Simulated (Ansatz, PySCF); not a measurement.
System: C$_{3}$H$_{5}$O$_{2}$ (charge 0, doublet). It need not be the lowest isomer of its formula. 
Geometry from a B3LYP-D3(BJ)/def2-TZVP (Ansatz, a first-principles code) optimisation:
```xyz
10

C     -2.2023     0.3687     0.0110
C     -0.8894    -0.2649     0.2186
O      0.1274     0.5679    -0.3917
C      1.3911     0.1605    -0.2347
O      1.7475    -0.8218     0.3538
H     -3.1015    -0.2214     0.1073
H     -2.2795     1.4396    -0.1037
H     -0.6383    -0.3780     1.2822
H     -0.8382    -1.2667    -0.2168
H      2.0624     0.8716    -0.7346
```
Charge 0, spin multiplicity 2.

Total electronic energies in hartree. Cores are frozen in the correlated levels unless marked. Open shells are spin-unrestricted. No spin-orbit coupling. Non-relativistic. CBS marks a two-point X^-3 extrapolation of the correlation energy; Hartree-Fock from the larger set. The bracket is a focal-point correction in the basis named.

```csv
level,program,energy (Eh)
HF-D3(BJ)/def2-TZVPD,PySCF + dftd3,-266.35547
RI-HF/cc-pVTZ,Ansatz,-266.29486
RI-HF/cc-pVQZ,Ansatz,-266.31417
BLYP/def2-TZVPD,Ansatz,-267.74795
PBE0/STO-3G,Ansatz,-263.90537
PBE0-D3(BJ)/def2-TZVPD,Ansatz + dftd3,-267.52259
PBE0-D4/def2-TZVP,Ansatz + dftd4,-267.52083
PBE0/def2-QZVPP,Ansatz,-267.53239
BHLYP-D3(BJ)/def2-TZVPD,Ansatz + dftd3,-267.68010
TPSSh/def2-TZVPD,PySCF,-267.83051
HSE06/def2-TZVPD,Ansatz,-267.50403
CAM-B3LYP-D4/def2-TZVPD,Ansatz + dftd4,-267.71305
LC-wPBE-D3(BJ)/def2-TZVPD,Ansatz + dftd3,-267.65889
wB97M-V/def2-TZVPD,Ansatz,-267.71864
RI-MP2/cc-pVTZ,Ansatz,-267.22794
"RI-MP2/CBS(cc-pVTZ,cc-pVQZ)",Ansatz,-267.3637
SCS-MP2/6-31G,Ansatz,-266.54943
SCS-MP2/cc-pVTZ,Ansatz,-267.21487
CCSD/6-31G*,Ansatz,-266.93937
CCSD/cc-pVDZ,Ansatz,-266.99997
CCSD(T)/cc-pVTZ,Ansatz,-267.29559
"RI-MP2/CBS(cc-pVTZ,cc-pVQZ)+[CCSD(T)-MP2]/cc-pVDZ",Ansatz,-267.4275
"RI-MP2/CBS(cc-pVTZ,cc-pVQZ)+[CCSD(T)-MP2]/cc-pVTZ",Ansatz,-267.4310
```

Totals of different functionals don't rank their quality; only differences between species are comparable.
